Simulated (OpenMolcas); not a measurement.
# Tl+: effect of the active space

```
Program             : OpenMolcas 26.06
Method              : SS-CASPT2 or its RAS form, IPEA 0.25 Eh, imaginary shift 0.1 Eh
Basis               : ANO-RCC-VTZP
Scalar Hamiltonian  : DKH2, point nucleus
Spin-orbit coupling : RASSI with atomic mean-field integrals over the reference wave functions, term energies averaged over their components
```

A. 2 electrons in 4 orbitals (6s 6p); 2S+1 = 3 even, 3 roots; 2S+1 = 1 even, 7 roots; 2S+1 = 3 odd, 3 roots; 2S+1 = 1 odd, 3 roots; closed shells correlated: 5d; CASPT2 step roughly 4 core-seconds
B. 2 electrons in 8 orbitals (6s 6p 7s 7p); 2S+1 = 3 even, 3 roots; 2S+1 = 1 even, 7 roots; 2S+1 = 3 odd, 3 roots; 2S+1 = 1 odd, 3 roots; closed shells correlated: 5d; CASPT2 step of the order of 6 core-seconds
C. 2 electrons in 9 orbitals (RAS2 6s 6p; RAS3 6d, at most 2 electrons); 2S+1 = 3 even, 3 roots; 2S+1 = 1 even, 7 roots; 2S+1 = 3 odd, 3 roots; 2S+1 = 1 odd, 3 roots; closed shells correlated: 5d; CASPT2 step of the order of 8 core-seconds

Energies in cm-1 above 6s2 1S0, the measured ground level; measured values from NIST Handbook of Basic Atomic Spectroscopic Data.

```csv
Level,A,B,C,Measured
6s2 1S0,0.0,0.0,0.0,0.0
6s 6p 3P* 0,50110,49810,50500,49451
6s 6p 3P* 1,52730,52400,53030,52394
6s 6p 3P* 2,59750,59430,60130,61728
6s 6p 1P* 1,74060,73440,73730,75663
```

Deviations, from unrounded energies. A percentage is the sum of absolute deviations over the sum of measured energies, with the sign that they share, or ± where signs differ.

```csv
Against measurement,Levels,A,B,C
mean absolute deviation (cm-1),4,1100,1200,1300
other configurations (%),4,±1.9,±2.0,±2.2
```

A lies closest to measurement on these levels and C furthest from it. The largest miss of A in the table is 6s 6p 3P* 2, by -2000 cm-1. The ranking rests on the paired levels alone, and a cruder setting can come out closer through cancelling errors.

Among A to C the level of the table that moves most is 6s 6p 3P* 2, by 700 cm-1 (lowest in B, highest in C). Moves below CASPT2's spread within the term are not significant.

Over all roots computed the reference weight is 0.87 to 0.93 in A, 0.86 to 0.93 in B; the roots of lowest weight are the least certain, and an intruder state may touch them. Spin-orbit splittings of 6p shells tend to come out small when the coupling is added on scalar orbitals. The run also gave levels led by 6s 7s, which use shells meant for correlation; these and all levels above them are left out (holds for B). Active for correlation alone: 6d; no level in the range computed is led by a configuration that fills it, so any true level of that kind is missing (holds for C). Measured partners are found by configuration, term and J. A level has none where our copy of the source lacks it or the pairing is in doubt (some pairs that miss far off the trend of their configuration count as doubtful), and it then counts in no deviation. Only configurations of the active space appear. The table leaves out levels that lie high or whose names do not pair safely across all columns.

* marks odd parity.
